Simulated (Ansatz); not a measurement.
## Molecular dynamics of C2H7NSSi

Input file:

```yaml
crystal:
  periodic: [false, false, false]
  atoms:
    - { symbol: C, position_ang: [0.10535, -1.186881, 1.381288] }
    - { symbol: "N", position_ang: [0.218893, 0.24383, 1.14636] }
    - { symbol: C, position_ang: [0.094283, 0.790498, 0.025056] }
    - { symbol: Si, position_ang: [-0.273268, -0.021622, -1.704618] }
    - { symbol: S, position_ang: [0.273903, 2.629097, -0.067197] }
    - { symbol: H, position_ang: [-0.097116, -1.774661, 0.490928] }
    - { symbol: H, position_ang: [-0.688239, -1.353551, 2.096287] }
    - { symbol: H, position_ang: [1.027848, -1.534105, 1.825199] }
    - { symbol: H, position_ang: [-0.330777, 1.054629, -2.723633] }
    - { symbol: H, position_ang: [0.809604, -0.990147, -2.037977] }
    - { symbol: H, position_ang: [-1.574084, -0.746917, -1.645771] }
    - { symbol: H, position_ang: [0.510703, 2.834631, 1.248077] }
basis:
  gaussian: { orbitals: "6-31G" }
hamiltonian:
  xc: hf
md:
  timestep: 0.25
  n_steps: 250
  ensemble: nvt_langevin
  temperature: 300.0
  initial_velocities: maxwell_boltzmann
  seed: 879378
  friction: 0.005
```

Launched with:

```bash
$ ansatz run input.yaml --threads 1 --pin off --max-ram 2048MiB --backend cpu --events-out ev --progress --plain --runs-dir out
```

It starts from a relaxed structure.

Output, in part (one step line in 3, the closing report, with atoms numbered from 0):

```
md step     0: t =     0.00 fs  T =   275.0 K  F+E_penalty+E_count = -22326.86589570 eV  E_kin = 0.426558 eV  (33 SCF iters)
md step     3: t =     0.75 fs  T =   250.4 K  F+E_penalty+E_count = -22326.84743952 eV  E_kin = 0.388460 eV  (27 SCF iters)
md step     6: t =     1.50 fs  T =   218.2 K  F+E_penalty+E_count = -22326.80386214 eV  E_kin = 0.338440 eV  (28 SCF iters)
md step     9: t =     2.25 fs  T =   192.2 K  F+E_penalty+E_count = -22326.75297789 eV  E_kin = 0.298129 eV  (28 SCF iters)
md step    12: t =     3.00 fs  T =   162.0 K  F+E_penalty+E_count = -22326.70759529 eV  E_kin = 0.251259 eV  (28 SCF iters)
md step    15: t =     3.75 fs  T =   152.9 K  F+E_penalty+E_count = -22326.67483707 eV  E_kin = 0.237154 eV  (27 SCF iters)
md step    18: t =     4.50 fs  T =   141.5 K  F+E_penalty+E_count = -22326.64635766 eV  E_kin = 0.219424 eV  (27 SCF iters)
md step    21: t =     5.25 fs  T =   117.8 K  F+E_penalty+E_count = -22326.61643180 eV  E_kin = 0.182698 eV  (27 SCF iters)
md step    24: t =     6.00 fs  T =    97.9 K  F+E_penalty+E_count = -22326.58952482 eV  E_kin = 0.151862 eV  (28 SCF iters)
md step    27: t =     6.75 fs  T =    85.6 K  F+E_penalty+E_count = -22326.57098612 eV  E_kin = 0.132844 eV  (28 SCF iters)
md step    30: t =     7.50 fs  T =    87.0 K  F+E_penalty+E_count = -22326.56610120 eV  E_kin = 0.134941 eV  (28 SCF iters)
md step    33: t =     8.25 fs  T =    93.5 K  F+E_penalty+E_count = -22326.57729245 eV  E_kin = 0.145003 eV  (28 SCF iters)
md step    36: t =     9.00 fs  T =   107.8 K  F+E_penalty+E_count = -22326.59955571 eV  E_kin = 0.167192 eV  (28 SCF iters)
md step    39: t =     9.75 fs  T =   120.7 K  F+E_penalty+E_count = -22326.62064377 eV  E_kin = 0.187286 eV  (27 SCF iters)
md step    42: t =    10.50 fs  T =   128.2 K  F+E_penalty+E_count = -22326.63322283 eV  E_kin = 0.198869 eV  (27 SCF iters)
md step    45: t =    11.25 fs  T =   128.6 K  F+E_penalty+E_count = -22326.63777239 eV  E_kin = 0.199487 eV  (28 SCF iters)
md step    48: t =    12.00 fs  T =   118.7 K  F+E_penalty+E_count = -22326.63861461 eV  E_kin = 0.184172 eV  (28 SCF iters)
md step    51: t =    12.75 fs  T =   128.2 K  F+E_penalty+E_count = -22326.64107505 eV  E_kin = 0.198916 eV  (28 SCF iters)
md step    54: t =    13.50 fs  T =   149.4 K  F+E_penalty+E_count = -22326.64591096 eV  E_kin = 0.231712 eV  (28 SCF iters)
md step    57: t =    14.25 fs  T =   158.6 K  F+E_penalty+E_count = -22326.64766789 eV  E_kin = 0.245931 eV  (28 SCF iters)
md step    60: t =    15.00 fs  T =   167.8 K  F+E_penalty+E_count = -22326.64480841 eV  E_kin = 0.260282 eV  (28 SCF iters)
md step    63: t =    15.75 fs  T =   174.1 K  F+E_penalty+E_count = -22326.63624348 eV  E_kin = 0.270061 eV  (28 SCF iters)
md step    66: t =    16.50 fs  T =   170.3 K  F+E_penalty+E_count = -22326.62701180 eV  E_kin = 0.264232 eV  (28 SCF iters)
md step    69: t =    17.25 fs  T =   172.9 K  F+E_penalty+E_count = -22326.62609482 eV  E_kin = 0.268218 eV  (27 SCF iters)
md step    72: t =    18.00 fs  T =   178.6 K  F+E_penalty+E_count = -22326.63831918 eV  E_kin = 0.277093 eV  (27 SCF iters)
md step    75: t =    18.75 fs  T =   189.8 K  F+E_penalty+E_count = -22326.65712201 eV  E_kin = 0.294388 eV  (35 SCF iters)
md step    78: t =    19.50 fs  T =   199.0 K  F+E_penalty+E_count = -22326.67300754 eV  E_kin = 0.308597 eV  (27 SCF iters)
md step    81: t =    20.25 fs  T =   197.7 K  F+E_penalty+E_count = -22326.67085850 eV  E_kin = 0.306655 eV  (27 SCF iters)
md step    84: t =    21.00 fs  T =   182.4 K  F+E_penalty+E_count = -22326.64471020 eV  E_kin = 0.282855 eV  (27 SCF iters)
md step    87: t =    21.75 fs  T =   163.8 K  F+E_penalty+E_count = -22326.60448686 eV  E_kin = 0.254041 eV  (27 SCF iters)
md step    90: t =    22.50 fs  T =   142.2 K  F+E_penalty+E_count = -22326.56856221 eV  E_kin = 0.220644 eV  (28 SCF iters)
md step    93: t =    23.25 fs  T =   128.6 K  F+E_penalty+E_count = -22326.54940858 eV  E_kin = 0.199437 eV  (28 SCF iters)
md step    96: t =    24.00 fs  T =   129.3 K  F+E_penalty+E_count = -22326.55302885 eV  E_kin = 0.200515 eV  (27 SCF iters)
md step    99: t =    24.75 fs  T =   144.4 K  F+E_penalty+E_count = -22326.57060711 eV  E_kin = 0.223937 eV  (27 SCF iters)
md step   102: t =    25.50 fs  T =   158.6 K  F+E_penalty+E_count = -22326.58606248 eV  E_kin = 0.246043 eV  (27 SCF iters)
md step   105: t =    26.25 fs  T =   155.3 K  F+E_penalty+E_count = -22326.58614735 eV  E_kin = 0.240928 eV  (26 SCF iters)
md step   108: t =    27.00 fs  T =   140.0 K  F+E_penalty+E_count = -22326.57460160 eV  E_kin = 0.217082 eV  (26 SCF iters)
md step   111: t =    27.75 fs  T =   136.1 K  F+E_penalty+E_count = -22326.57167864 eV  E_kin = 0.211058 eV  (27 SCF iters)
md step   114: t =    28.50 fs  T =   149.6 K  F+E_penalty+E_count = -22326.60108733 eV  E_kin = 0.232120 eV  (27 SCF iters)
md step   117: t =    29.25 fs  T =   183.9 K  F+E_penalty+E_count = -22326.65875372 eV  E_kin = 0.285314 eV  (27 SCF iters)
md step   120: t =    30.00 fs  T =   219.0 K  F+E_penalty+E_count = -22326.71655437 eV  E_kin = 0.339670 eV  (27 SCF iters)
md step   123: t =    30.75 fs  T =   241.3 K  F+E_penalty+E_count = -22326.74163589 eV  E_kin = 0.374275 eV  (27 SCF iters)
md step   126: t =    31.50 fs  T =   232.1 K  F+E_penalty+E_count = -22326.72413880 eV  E_kin = 0.359970 eV  (27 SCF iters)
md step   129: t =    32.25 fs  T =   210.6 K  F+E_penalty+E_count = -22326.67927044 eV  E_kin = 0.326693 eV  (27 SCF iters)
md step   132: t =    33.00 fs  T =   186.9 K  F+E_penalty+E_count = -22326.63442008 eV  E_kin = 0.289907 eV  (27 SCF iters)
md step   135: t =    33.75 fs  T =   159.6 K  F+E_penalty+E_count = -22326.61095993 eV  E_kin = 0.247538 eV  (27 SCF iters)
md step   138: t =    34.50 fs  T =   164.6 K  F+E_penalty+E_count = -22326.60919781 eV  E_kin = 0.255361 eV  (26 SCF iters)
md step   141: t =    35.25 fs  T =   165.9 K  F+E_penalty+E_count = -22326.61986087 eV  E_kin = 0.257315 eV  (27 SCF iters)
md step   144: t =    36.00 fs  T =   171.4 K  F+E_penalty+E_count = -22326.62706783 eV  E_kin = 0.265898 eV  (27 SCF iters)
md step   147: t =    36.75 fs  T =   157.4 K  F+E_penalty+E_count = -22326.61386043 eV  E_kin = 0.244100 eV  (27 SCF iters)
md step   150: t =    37.50 fs  T =   145.1 K  F+E_penalty+E_count = -22326.58853807 eV  E_kin = 0.225048 eV  (27 SCF iters)
md step   153: t =    38.25 fs  T =   134.4 K  F+E_penalty+E_count = -22326.57210663 eV  E_kin = 0.208412 eV  (28 SCF iters)
md step   156: t =    39.00 fs  T =   146.9 K  F+E_penalty+E_count = -22326.58573071 eV  E_kin = 0.227795 eV  (27 SCF iters)
md step   159: t =    39.75 fs  T =   169.6 K  F+E_penalty+E_count = -22326.62643468 eV  E_kin = 0.262997 eV  (27 SCF iters)
md step   162: t =    40.50 fs  T =   186.9 K  F+E_penalty+E_count = -22326.66542351 eV  E_kin = 0.289961 eV  (27 SCF iters)
md step   165: t =    41.25 fs  T =   206.2 K  F+E_penalty+E_count = -22326.67744972 eV  E_kin = 0.319888 eV  (27 SCF iters)
md step   168: t =    42.00 fs  T =   201.4 K  F+E_penalty+E_count = -22326.66084024 eV  E_kin = 0.312374 eV  (27 SCF iters)
md step   171: t =    42.75 fs  T =   187.6 K  F+E_penalty+E_count = -22326.63505789 eV  E_kin = 0.291004 eV  (27 SCF iters)
md step   174: t =    43.50 fs  T =   172.2 K  F+E_penalty+E_count = -22326.62159453 eV  E_kin = 0.267156 eV  (27 SCF iters)
md step   177: t =    44.25 fs  T =   190.7 K  F+E_penalty+E_count = -22326.62733310 eV  E_kin = 0.295807 eV  (27 SCF iters)
md step   180: t =    45.00 fs  T =   195.6 K  F+E_penalty+E_count = -22326.64290300 eV  E_kin = 0.303335 eV  (27 SCF iters)
md step   183: t =    45.75 fs  T =   201.6 K  F+E_penalty+E_count = -22326.65160787 eV  E_kin = 0.312686 eV  (27 SCF iters)
md step   186: t =    46.50 fs  T =   196.6 K  F+E_penalty+E_count = -22326.63780006 eV  E_kin = 0.304885 eV  (27 SCF iters)
md step   189: t =    47.25 fs  T =   173.2 K  F+E_penalty+E_count = -22326.60073527 eV  E_kin = 0.268618 eV  (27 SCF iters)
md step   192: t =    48.00 fs  T =   142.4 K  F+E_penalty+E_count = -22326.56114466 eV  E_kin = 0.220892 eV  (28 SCF iters)
md step   195: t =    48.75 fs  T =   124.2 K  F+E_penalty+E_count = -22326.55196593 eV  E_kin = 0.192646 eV  (28 SCF iters)
md step   198: t =    49.50 fs  T =   142.2 K  F+E_penalty+E_count = -22326.58032513 eV  E_kin = 0.220622 eV  (27 SCF iters)
md step   201: t =    50.25 fs  T =   172.2 K  F+E_penalty+E_count = -22326.62441588 eV  E_kin = 0.267076 eV  (27 SCF iters)
md step   204: t =    51.00 fs  T =   185.1 K  F+E_penalty+E_count = -22326.64574646 eV  E_kin = 0.287050 eV  (34 SCF iters)
md step   207: t =    51.75 fs  T =   182.4 K  F+E_penalty+E_count = -22326.62589590 eV  E_kin = 0.282992 eV  (27 SCF iters)
md step   210: t =    52.50 fs  T =   162.5 K  F+E_penalty+E_count = -22326.58561997 eV  E_kin = 0.251980 eV  (27 SCF iters)
md step   213: t =    53.25 fs  T =   149.6 K  F+E_penalty+E_count = -22326.55377445 eV  E_kin = 0.231994 eV  (28 SCF iters)
md step   216: t =    54.00 fs  T =   164.3 K  F+E_penalty+E_count = -22326.55211409 eV  E_kin = 0.254861 eV  (28 SCF iters)
md step   219: t =    54.75 fs  T =   177.4 K  F+E_penalty+E_count = -22326.58080493 eV  E_kin = 0.275131 eV  (28 SCF iters)
md step   222: t =    55.50 fs  T =   190.5 K  F+E_penalty+E_count = -22326.61569175 eV  E_kin = 0.295477 eV  (27 SCF iters)
md step   225: t =    56.25 fs  T =   199.6 K  F+E_penalty+E_count = -22326.63283977 eV  E_kin = 0.309588 eV  (27 SCF iters)
md step   228: t =    57.00 fs  T =   197.5 K  F+E_penalty+E_count = -22326.61862056 eV  E_kin = 0.306327 eV  (27 SCF iters)
md step   231: t =    57.75 fs  T =   177.9 K  F+E_penalty+E_count = -22326.57982840 eV  E_kin = 0.276019 eV  (27 SCF iters)
md step   234: t =    58.50 fs  T =   156.0 K  F+E_penalty+E_count = -22326.53903973 eV  E_kin = 0.241987 eV  (27 SCF iters)
md step   237: t =    59.25 fs  T =   150.7 K  F+E_penalty+E_count = -22326.52137129 eV  E_kin = 0.233794 eV  (27 SCF iters)
md step   240: t =    60.00 fs  T =   166.3 K  F+E_penalty+E_count = -22326.54062432 eV  E_kin = 0.257938 eV  (27 SCF iters)
md step   243: t =    60.75 fs  T =   200.8 K  F+E_penalty+E_count = -22326.58536277 eV  E_kin = 0.311395 eV  (27 SCF iters)
md step   246: t =    61.50 fs  T =   216.7 K  F+E_penalty+E_count = -22326.61794227 eV  E_kin = 0.336054 eV  (26 SCF iters)
md step   249: t =    62.25 fs  T =   220.8 K  F+E_penalty+E_count = -22326.61652370 eV  E_kin = 0.342482 eV  (27 SCF iters)
md step   250: t =    62.50 fs  T =   214.8 K  F+E_penalty+E_count = -22326.60966930 eV  E_kin = 0.333173 eV  (35 SCF iters)
Total energy: -22326.60966930 eV, -820.4877718271 hartree
Atom 0 at     0.008061    -1.209052     1.274431 Å, force    -2.871674     0.424384     0.168711 eV/Å
Atom 1 at     0.097195     0.218394     1.063787 Å, force     0.457405    -1.168604     2.047153 eV/Å
Atom 2 at     0.037420     0.781126    -0.024168 Å, force     0.307908     1.262126    -0.667585 eV/Å
Atom 3 at    -0.294762     0.039814    -1.745407 Å, force    -1.116543     0.177480    -0.935695 eV/Å
Atom 4 at     0.300059     2.601479     0.032804 Å, force    -0.064357     0.812034    -0.903505 eV/Å
Atom 5 at    -0.579727    -1.712798     0.493640 Å, force     0.369454     0.040309     0.215072 eV/Å
Atom 6 at    -0.555198    -1.330903     2.215429 Å, force     0.825820    -0.326629    -0.558861 eV/Å
Atom 7 at     0.967912    -1.613757     1.305500 Å, force     1.357994    -0.729681     0.408592 eV/Å
Atom 8 at    -0.504622     1.217580    -2.647447 Å, force     0.052695    -0.302467     0.023779 eV/Å
Atom 9 at     0.746529    -0.852981    -2.287056 Å, force     0.396185    -0.058998     0.116690 eV/Å
Atom 10 at    -1.565886    -0.784732    -1.677891 Å, force     0.335488     0.292499     0.004050 eV/Å
Atom 11 at     0.548588     2.803048     1.343816 Å, force    -0.050373    -0.422453     0.081601 eV/Å
Dipole moment:     0.014076    -0.576691    -0.001735 e Å
```

All steps were run. The mean temperature of the second half is 41 % below the set value. A run of 0.062 ps of so small a system gives no equilibrium averages. Limits of this set-up: no polarisation functions.

The same pairs are bonded in the first frame and the last. Pairs count as bonded within 1.25 times the sum of covalent radii (0.12 Å more for H–H).

Last frame:

```xyz
12
Properties=species:S:1:pos:R:3
C 0.008 -1.209 1.274
N 0.097 0.218 1.064
C 0.037 0.781 -0.024
Si -0.295 0.040 -1.745
S 0.300 2.602 0.033
H -0.580 -1.713 0.494
H -0.555 -1.331 2.215
H 0.968 -1.614 1.306
H -0.505 1.218 -2.647
H 0.747 -0.853 -2.287
H -1.566 -0.785 -1.678
H 0.549 2.803 1.344
```

The run took 7.6 min on 1 thread of Arm Neoverse V2, on a shared host, peak memory 0.14 GiB.
